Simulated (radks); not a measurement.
Values are calculated unless marked as measured or tabulated.
Ionisation of Cd, [Kr] 4d10 5s2, to Cd+, [Kr] 4d10 5s1, under several functionals. Dirac Kohn-Sham, spin-unpolarised, spherical densities, finite nucleus; a radial shooting solver on a logarithmic mesh with Libxc functionals.

| functional | E(Cd) (hartree) | Exc (hartree) | IE (eV) | -e(HOMO) (eV) | <r> HOMO (bohr) | IE error (eV) |
|---|---|---|---|---|---|---|
| HCTH/407 | -5599.50985 | -158.49955 | 9.239 | 5.657 | 2.930 | +0.245 |
| LDA (Slater exchange, Perdew-Zunger correlation) | -5590.86263 | -149.56743 | 9.629 | 5.961 | 2.867 | +0.635 |
| LDA (Slater exchange, VWN5 correlation) | -5590.88395 | -149.58953 | 9.623 | 5.955 | 2.867 | +0.629 |
| revPBE | -5596.13599 | -154.91957 | 9.149 | 5.562 | 2.906 | +0.155 |
| exchange-only B88 | -5594.08090 | -152.82065 | 8.585 | 4.982 | 2.949 | -0.408 |

NIST Atomic Spectra Database: 8.994 eV (measured). Closest: revPBE. The Delta-SCF values span 1.04 eV, the total energies 8.65 hartree. The highest occupied level is 5s1/2. Spin polarisation and multiplet splitting are left out, so open shells lie too high by an amount that depends on their filling.

Beside tabulated values, note that spin-unpolarised runs miss the spin-polarisation part of the exchange energy of open shells.
